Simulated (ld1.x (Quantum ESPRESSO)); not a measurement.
Reading a pseudo-wave (tin (Sn))

Columns: radius, all-electron u(r) and pseudo u(r) of the 4p shell (level -93.48 eV) of tin in the configuration [Ar] 3d10 4s2 4p6 4d10 5s2 5p1.5; PBE, scalar-relativistic, TM semilocal scheme, ld1.x (Quantum ESPRESSO) 7.5.

```json
{"r (bohr)": "0.110", "all-electron": "0.1846", "pseudo": "0.0481"}
{"r (bohr)": "0.220", "all-electron": "-0.6353", "pseudo": "0.1866"}
{"r (bohr)": "0.330", "all-electron": "-0.4421", "pseudo": "0.3981"}
{"r (bohr)": "0.440", "all-electron": "0.2100", "pseudo": "0.6527"}
{"r (bohr)": "0.550", "all-electron": "0.7813", "pseudo": "0.9059"}
{"r (bohr)": "0.660", "all-electron": "1.1111", "pseudo": "1.1028"}
{"r (bohr)": "0.770", "all-electron": "1.2211", "pseudo": "1.1964"}
{"r (bohr)": "0.880", "all-electron": "1.1835", "pseudo": "1.1742"}
{"r (bohr)": "0.990", "all-electron": "1.0668", "pseudo": "1.0657"}
{"r (bohr)": "1.100", "all-electron": "0.9182", "pseudo": "0.9182"}
{"r (bohr)": "1.210", "all-electron": "0.7663", "pseudo": "0.7663"}
{"r (bohr)": "1.320", "all-electron": "0.6259", "pseudo": "0.6259"}
{"r (bohr)": "1.430", "all-electron": "0.5033", "pseudo": "0.5033"}
{"r (bohr)": "1.540", "all-electron": "0.4000", "pseudo": "0.4000"}
{"r (bohr)": "1.650", "all-electron": "0.3151", "pseudo": "0.3151"}
{"r (bohr)": "1.760", "all-electron": "0.2466", "pseudo": "0.2466"}
{"r (bohr)": "1.870", "all-electron": "0.1919", "pseudo": "0.1919"}
{"r (bohr)": "1.980", "all-electron": "0.1488", "pseudo": "0.1488"}
{"r (bohr)": "2.090", "all-electron": "0.1149", "pseudo": "0.1149"}
{"r (bohr)": "2.200", "all-electron": "0.0885", "pseudo": "0.0885"}
{"r (bohr)": "2.310", "all-electron": "0.0680", "pseudo": "0.0680"}
{"r (bohr)": "2.420", "all-electron": "0.0521", "pseudo": "0.0521"}
{"r (bohr)": "2.530", "all-electron": "0.0399", "pseudo": "0.0399"}
{"r (bohr)": "2.640", "all-electron": "0.0305", "pseudo": "0.0305"}
{"r (bohr)": "2.750", "all-electron": "0.0233", "pseudo": "0.0233"}
{"r (bohr)": "2.860", "all-electron": "0.0177", "pseudo": "0.0177"}
```

**Question.** How many radial nodes do the two functions have?

**Answer.** The all-electron 4p function has n − l − 1 = 2; the pseudo-wave has 0, since the states of the same l below it are removed with the core.

**Question.** At about which radius was the pseudo-wave matched?

**Answer.** 1.15 bohr, where the columns begin to agree (steps of 0.11 bohr).

**Question.** Where does each function peak?

**Answer.** Outermost all-electron maximum near 0.77 bohr, pseudo maximum near 0.77 bohr (to the table’s step).

**Question.** Is the pseudo-wave norm-conserving?

**Answer.** Yes: the TM semilocal scheme keeps the norm inside the radius equal to the all-electron one, which fixes the energy derivative of the logarithmic derivative at the level.
